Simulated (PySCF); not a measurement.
Delta-SCF ions had no search for a lower state. Excitations are Tamm–Dancoff values on a coarser integration grid. The basis has no diffuse functions, so Rydberg states are missing or too high.

Z-matrix (Å, degrees):
```
C
C 1 1.3749
H 2 1.0994 1 122.23
C 1 1.4540 2 125.01 3 -0.01
C 4 1.3682 1 120.93 2 -179.99
H 5 1.1009 4 120.09 1 -180.00
H 4 1.1010 5 120.85 6 0.00
C 5 1.4520 6 118.73 4 180.00
C 8 1.3682 5 121.18 6 180.00
H 8 1.1009 9 120.09 5 180.00
H 9 1.1010 8 120.85 10 0.00
C 9 1.4540 11 118.22 8 180.00
C 12 1.3749 9 125.01 11 0.01
H 13 1.0994 12 122.23 9 -0.01
Ge 13 1.9496 14 129.97 12 179.99
H 15 1.5518 13 114.26 14 63.12
H 15 1.5518 16 108.83 2 -129.03
```
Charge 0, multiplicity 1.

**Question.** Give the brightest of the four lowest singlets (TDA), HOMO, S1–T1 gap (TDA), vertical ionisation energy (Delta-SCF) and HOMO–LUMO gap at the level PBE-D3(BJ)/def2-TZVP // PBE-D3(BJ)/def2-SVP run with PySCF.

**Answer.** 
```
Quantity                                        Value
-------------------------------------------  --------
brightest of the four lowest singlets (TDA)   2.71 eV
HOMO                                         -4.85 eV
S1–T1 gap (TDA)                               1.51 eV
vertical ionisation energy (Delta-SCF)        7.24 eV
HOMO–LUMO gap                                 1.66 eV
```
